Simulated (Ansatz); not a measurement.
PBE exchange is replaced step by step with exact exchange (0 % is PBE, 25 % PBE0; no dispersion term), basis def2-TZVPD, Ansatz. System: TaTe₂⁻ (the lowest singlet isomer of a short search). Total charge -1; singlet. Geometry: r2SCAN-D4/def2-TZVPD.

Geometry of the singlet:

```csv
atom,x (Å),y (Å),z (Å)
Ta1,0.287,-0.588,-0.552
Te2,-2.180,-0.434,-0.007
Te3,1.893,1.022,0.559
```

In the def2 sets Ta, Te take a core potential; there is no spin–orbit coupling. At PBE-D4/def2-TZVPD, PBE0-D4/def2-TZVPD the restricted singlet is unstable: a solution with broken spin symmetry lies lower. The restricted singlet is unstable towards broken spin symmetry at other levels; at PBE with 5 % exact exchange/def2-TZVPD, PBE with 10 % exact exchange/def2-TZVPD, PBE with 15 % exact exchange/def2-TZVPD, PBE with 35 % exact exchange/def2-TZVPD and others this wasn't settled. The geometry of the singlet was relaxed on an unsound state (restricted singlet, unstable towards broken spin symmetry). At PBE0-D4/def2-TZVPD a triplet of charge -1 lies 0.43 eV below the restricted singlet, each at its own geometry. The structure comes from a short search, and lower isomers may exist.

```
exact exchange (%)  HOMO (eV)  LUMO (eV)  gap (eV)
                 0      -0.20       0.40      0.60
                 5      -0.39       0.54      0.94
                10      -0.59       0.69      1.28
                15      -0.79       0.84      1.63
                25      -1.19       1.14      2.34
                35      -1.61       1.45      3.05
                50      -2.23       1.91      4.14
```
